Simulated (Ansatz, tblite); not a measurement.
Removing and adding an electron: CdMe(SiH3) (CH6CdSi). The state is a singlet with charge 0. Geometry: r2SCAN-D4/def2-TZVP. Ansatz, gas phase; energy differences of separate SCF runs; the oxidised species was run as a doublet alone; the reduced species was run as a doublet alone.

Cartesian coordinates in Å:
```
Cd -0.1590 0.1352 0.0964
C -1.5440 1.5038 0.9512
H -1.0183 2.3787 1.3395
H -2.0911 1.0351 1.7718
H -2.2631 1.8362 0.1997
Si 1.4877 -1.4571 -0.9170
H 0.8566 -2.7292 -1.3715
H 2.5679 -1.8350 0.0390
H 2.1632 -0.8678 -2.1090
```

In the def2 sets Cd takes a core potential; there is no spin–orbit coupling. The xTB rows come from tblite.

```
               level  −HOMO (eV)  vertical IE (eV)  −LUMO (eV)  vertical EA (eV)  HOMO–LUMO gap (eV)  IE − EA (eV)                       remarks
            GFN1-xTB        9.57             12.03        6.27                 –                3.29             –                             –
            GFN2-xTB        8.42             11.27        4.70              1.59                3.73          9.68                             –
    PBE-D4/def2-TZVP        5.79              8.56        1.49                 –                4.30             –                             –
   PBE-D4/def2-TZVPD        5.81                 –        1.51             -0.50                4.30             –  HOMO above zero (-1 doublet)
 r2SCAN-D4/def2-TZVP        5.98              8.55        1.25                 –                4.73             –                             –
r2SCAN-D4/def2-TZVPD        5.98                 –        1.26             -0.49                4.72             –  HOMO above zero (-1 doublet)
   PBE0-D4/def2-TZVP        6.78              8.66        0.80                 –                5.98             –                             –
  PBE0-D4/def2-TZVPD        6.79                 –        0.82             -0.54                5.97             –  HOMO above zero (-1 doublet)
```

   A HOMO above zero means that the electron is unbound at that level or that self-interaction error raises the level; the energy of removing that electron tells which. Raw xTB energy differences between charge states are shifted by several eV; the methods need an empirical correction for them. A negative affinity means that the extra electron isn't bound; its size then hangs on the basis.
